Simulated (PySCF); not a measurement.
F$_{4}$Hf, charge +1, doublet, geometry from GFN2-xTB (such geometries of metal compounds can be far from the true shape) (the multiplicity is a formal guess) (core potentials on Hf); BLYP/def2-SV(P) in PySCF.

PySCF was given this input:
```python
from pyscf import gto, scf, dft

mol = gto.M(
    atom='''
Hf    0.00000000   -0.00000000   -0.00000000
F     1.22674153    0.87023871   -1.08387958
F     0.88960024   -1.19152916    1.10719231
F    -1.21136832   -0.92425168   -1.05610168
F    -0.90497345    1.24554213    1.03278894
''',
    basis='def2-sv(p)',
    ecp={'Hf': 'def2-sv(p)'},
    charge=1,
    spin=1,
    verbose=4,
)

mf = dft.UKS(mol)
mf.xc = 'blyp'
mf.kernel()
```

### Question
Predict the main parts of the log of this PySCF run.

### Answer

```
PySCF version 2.14.0

[INPUT] verbose = 4
[INPUT] num. atoms = 5
[INPUT] num. electrons = 47
[INPUT] charge = 1
[INPUT] spin (= nelec alpha-beta = 2S) = 1
[INPUT] symmetry False subgroup None
[INPUT] Mole.unit = angstrom
[INPUT] Symbol           X                Y                Z      unit          X                Y                Z       unit  Magmom
[INPUT]  1 Hf     0.000000000000   0.000000000000   0.000000000000 AA    0.000000000000   0.000000000000   0.000000000000 Bohr   0.0
[INPUT]  2 F      1.226741530000   0.870238710000  -1.083879580000 AA    2.318205517330   1.644512824895  -2.048235558209 Bohr   0.0
[INPUT]  3 F      0.889600240000  -1.191529160000   1.107192310000 AA    1.681100813947  -2.251663781833   2.092290233125 Bohr   0.0
[INPUT]  4 F     -1.211368320000  -0.924251680000  -1.056101680000 AA   -2.289154360774  -1.746582545369  -1.995742934893 Bohr   0.0
[INPUT]  5 F     -0.904973450000   1.245542130000   1.032788940000 AA   -1.710151970503   2.353733502307   1.951688241080 Bohr   0.0

nuclear repulsion = 208.258918201196
number of shells = 35
number of NR pGTOs = 146
number of NR cGTOs = 81
basis = def2-sv(p)
ecp = {'Hf': 'def2-sv(p)'}

******** <class 'pyscf.dft.uks.UKS'> ********
method = UKS
initial guess = minao
damping factor = 0
level_shift factor = 0
DIIS = <class 'pyscf.scf.diis.CDIIS'>
diis_start_cycle = 1
diis_space = 8
diis_damp = 0
SCF conv_tol = 1e-09
SCF conv_tol_grad = None
SCF max_cycles = 50
direct_scf = True
direct_scf_tol = 1e-13
number electrons alpha = 24  beta = 23
XC library pyscf.dft.libxc version 7.1.2
    S. Lehtola, C. Steigemann, M. J. T. Oliveira, and M. A. L. Marques,  SoftwareX 7, 1–5 (2018)
XC functionals = blyp
    A. D. Becke,  Phys. Rev. A 38, 3098 (1988)
    C. Lee, W. Yang, and R. G. Parr,  Phys. Rev. B 37, 785 (1988)
    B. Miehlich, A. Savin, H. Stoll, and H. Preuss,  Chem. Phys. Lett. 157, 200 (1989)
radial grids:
    Treutler-Ahlrichs [JCP 102, 346 (1995); DOI:10.1063/1.469408] (M4) radial grids

becke partition: Becke, JCP 88, 2547 (1988); DOI:10.1063/1.454033
pruning grids: <function nwchem_prune>
grids dens level: 3
symmetrized grids: False
atomic radii adjust function: <function treutler_atomic_radii_adjust>
small_rho_cutoff = 0
Set gradient conv threshold to 3.16228e-05
tot grids = 80840
init E= -434.724687127329

cycle= 1 E= -446.777268050197  delta_E= -12.1  |g|= 0.463  |ddm|= 5.39
cycle= 2 E= -446.211410866581  delta_E= 0.566  |g|= 1.29  |ddm|= 1.31
cycle= 3 E= -446.701639997635  delta_E= -0.49  |g|= 0.571  |ddm|= 1.21
cycle= 4 E= -446.672968886369  delta_E= 0.0287  |g|=  0.6  |ddm|= 1.03
cycle= 5 E= -446.627531723342  delta_E= 0.0454  |g|= 0.656  |ddm|= 0.769
cycle= 6 E= -446.777084164979  delta_E= -0.15  |g|= 0.359  |ddm|= 0.664
cycle= 7 E= -446.735745927967  delta_E= 0.0413  |g|= 0.466  |ddm|= 0.987
cycle= 8 E= -446.740577169487  delta_E= -0.00483  |g|= 0.455  |ddm|= 0.24
cycle= 9 E= -446.759869398905  delta_E= -0.0193  |g|= 0.404  |ddm|= 0.189
cycle= 10 E= -446.75727027966  delta_E= 0.0026  |g|= 0.413  |ddm|= 0.989
cycle= 11 E= -446.768090116213  delta_E= -0.0108  |g|= 0.382  |ddm|= 0.0709
cycle= 12 E= -446.77741376371  delta_E= -0.00932  |g|= 0.353  |ddm|= 0.0492
cycle= 13 E= -446.752322805689  delta_E= 0.0251  |g|= 0.427  |ddm|= 0.144
cycle= 14 E= -446.772255242438  delta_E= -0.0199  |g|= 0.369  |ddm|= 0.106
cycle= 15 E= -446.772411544466  delta_E= -0.000156  |g|= 0.368  |ddm|= 0.0231
cycle= 16 E= -446.764969859448  delta_E= 0.00744  |g|= 0.39  |ddm|= 0.986
cycle= 17 E= -446.768471681097  delta_E= -0.0035  |g|= 0.38  |ddm|= 0.0458
cycle= 18 E= -446.769834537479  delta_E= -0.00136  |g|= 0.376  |ddm|= 0.0349
cycle= 19 E= -446.759871007833  delta_E= 0.00996  |g|= 0.405  |ddm|= 0.987
cycle= 20 E= -446.749692006553  delta_E= 0.0102  |g|= 0.433  |ddm|= 0.0536
cycle= 21 E= -446.777986448461  delta_E= -0.0283  |g|= 0.35  |ddm|= 0.0855
cycle= 22 E= -446.751196399139  delta_E= 0.0268  |g|= 0.429  |ddm|= 0.118
cycle= 23 E= -446.779373267027  delta_E= -0.0282  |g|= 0.346  |ddm|= 0.986
cycle= 24 E= -446.774346243548  delta_E= 0.00503  |g|= 0.362  |ddm|= 0.983
cycle= 25 E= -446.757690569602  delta_E= 0.0167  |g|= 0.411  |ddm|= 0.987
cycle= 26 E= -446.753895367512  delta_E= 0.0038  |g|= 0.421  |ddm|= 0.103
cycle= 27 E= -446.763306205685  delta_E= -0.00941  |g|= 0.395  |ddm|= 0.109
cycle= 28 E= -446.771727876354  delta_E= -0.00842  |g|= 0.37  |ddm|= 0.986
cycle= 29 E= -446.761807802921  delta_E= 0.00992  |g|=  0.4  |ddm|= 0.0544
cycle= 30 E= -446.761725152296  delta_E= 8.27e-05  |g|=  0.4  |ddm|= 0.0275
cycle= 31 E= -446.7574276195  delta_E= 0.0043  |g|= 0.412  |ddm|= 0.0158
cycle= 32 E= -446.762796833574  delta_E= -0.00537  |g|= 0.397  |ddm|= 0.0187
cycle= 33 E= -446.756021596035  delta_E= 0.00678  |g|= 0.416  |ddm|= 0.0609
cycle= 34 E= -446.756328740648  delta_E= -0.000307  |g|= 0.415  |ddm|= 0.991
cycle= 35 E= -446.758047388975  delta_E= -0.00172  |g|= 0.41  |ddm|= 0.0274
cycle= 36 E= -446.751539283016  delta_E= 0.00651  |g|= 0.428  |ddm|= 0.0615
cycle= 37 E= -446.76844572698  delta_E= -0.0169  |g|= 0.38  |ddm|= 0.0429
cycle= 38 E= -446.757776939521  delta_E= 0.0107  |g|= 0.411  |ddm|= 0.988
cycle= 39 E= -446.751407637994  delta_E= 0.00637  |g|= 0.429  |ddm|= 0.017
cycle= 40 E= -446.757438078571  delta_E= -0.00603  |g|= 0.412  |ddm|= 0.0287
cycle= 41 E= -446.764256218489  delta_E= -0.00682  |g|= 0.393  |ddm|= 0.0846
cycle= 42 E= -446.767347843098  delta_E= -0.00309  |g|= 0.384  |ddm|= 0.0463
cycle= 43 E= -446.77399721398  delta_E= -0.00665  |g|= 0.363  |ddm|= 0.0327
cycle= 44 E= -446.76969678034  delta_E= 0.0043  |g|= 0.377  |ddm|= 0.984
cycle= 45 E= -446.747146693287  delta_E= 0.0226  |g|= 0.44  |ddm|= 0.204
cycle= 46 E= -446.735222903269  delta_E= 0.0119  |g|= 0.471  |ddm|= 0.0268
cycle= 47 E= -446.749095590985  delta_E= -0.0139  |g|= 0.435  |ddm|=    1
cycle= 48 E= -446.740747814845  delta_E= 0.00835  |g|= 0.456  |ddm|= 0.046
cycle= 49 E= -446.742335806144  delta_E= -0.00159  |g|= 0.453  |ddm|= 0.0253
cycle= 50 E= -446.773461161276  delta_E= -0.0311  |g|= 0.365  |ddm|= 0.11
SCF not converged.
SCF energy = -446.773461161276 after 50 cycles  <S^2> = 0.75346711  2S+1 = 2.0034641
```

The run did not converge; its last values are not results.
